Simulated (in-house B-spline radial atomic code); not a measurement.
A fraction x of an electron is removed from 2p in Ca III (Ca2+), starting from [Ne] 3s2 3p6 and keeping the highest spin. Method: non-relativistic BLYP, spin-polarised, spherical fractional occupations, point nucleus. Calculated with a radial B-spline atomic code at the basis-set limit.

```
   x  E(x) - E(0) (eV)  2p down level (eV)
   0            0.0000            -350.043
0.07           24.6194            -353.370
0.25           89.0003            -361.990
0.31          110.8064            -364.884
0.49          177.2711            -373.628
 0.5          181.0098            -374.116
0.59          214.8785            -378.524
 0.7          256.8137            -383.941
0.83                 ?                   ?
0.98                 ?                   ?
   1          374.2297            -398.870
```

Task: What belongs in the row x = 0.83?

Result: An energy change of 307.1443 eV; 2p down at -390.382 eV.

Task: What belongs in the row x = 0.98?

Result: An energy change of 366.2623 eV; 2p down at -397.868 eV.

Task: Check Janak's theorem between x = 0.07 and 0.25.

Result: The slope of the energy is 357.67 eV; the orbital levels give 357.68 eV (-ε of the emptying orbital, averaged over the two points).
